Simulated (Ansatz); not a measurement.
Reaction (cleavage of the B–As bond): `B[AsH]CO` + `OC[SiH2]Cl` → `BOC[SiH2]Cl` + `OC[AsH2]`

Gas-phase electronic energies from Ansatz, PBE0-D4/def2-TZVP geometries. CCSD(T)/CBS is the MP2 limit (def2-TZVPP, def2-QZVPP) plus CCSD(T) − MP2 in def2-TZVPP, frozen cores. Functionals use def2-TZVPP. For As outer-core shells are correlated without core-valence functions, which leaves a few kJ/mol of doubt a bond. Scalar relativity is left out up to krypton. Each species was taken in one conformer, which may not be the lowest.

`B[AsH]CO`:

```xyz
10

B     1.452   -0.127   -1.227
As    1.108   -0.044    0.716
C    -0.787    0.471    0.766
O    -1.564   -0.407   -0.013
H     0.998    0.727   -1.928
H     2.232   -0.917   -1.665
H     0.972   -1.513    1.054
H    -0.821    1.502    0.391
H    -1.101    0.476    1.816
H    -2.491   -0.168    0.090
```

`OC[SiH2]Cl`:

Cartesian coordinates in Å:
```
O -1.440 0.991 0.025
C -0.068 0.865 -0.300
Si 0.678 -0.725 0.375
Cl -0.528 -2.258 -0.312
H -1.896 0.200 -0.279
H 0.446 1.720 0.153
H 0.106 0.935 -1.384
H 2.054 -0.956 -0.132
H 0.648 -0.772 1.855
```

`BOC[SiH2]Cl`:

Cartesian coordinates in Å:
```
B -0.365 1.659 1.265
O 0.539 0.878 0.653
C 0.295 0.289 -0.620
Si 0.179 -1.580 -0.401
Cl -0.141 -2.414 -2.252
H -1.413 1.903 0.728
H -0.066 2.082 2.343
H 1.126 0.542 -1.283
H -0.626 0.683 -1.065
H -0.966 -1.915 0.477
H 1.438 -2.128 0.154
```

`OC[AsH2]`:

Z-matrix (Å, degrees):
```
C
As 1 2.000
O 1 1.404 2 111.5
H 1 1.091 2 107.0 3 -116.6
H 1 1.094 2 110.4 3 125.7
H 2 1.528 1 93.9 3 -74.3
H 2 1.526 1 94.7 3 -166.1
H 3 0.961 1 108.7 2 70.1
```

CCSD(T)/CBS gives -1.24 eV.

(1) Another level gave -1.27 eV. Which?
A. B2PLYP/def2-TZVPP
B. PBE-D4/def2-TZVPP
C. HF/def2-TZVPP
D. CCSD(T)/def2-TZVPP

Largest T1 diagnostic among the species: 0.013.

Answers

(1) D. CCSD(T)/def2-TZVPP -1.27, PBE-D4 -1.23, B2PLYP -1.34, HF/def2-TZVPP -1.39 eV.

In def2-TZVPP, CCSD(T) changes the Hartree–Fock value by +0.11 eV (the triples alone add +0.01 eV) and MP2 by +0.14 eV.
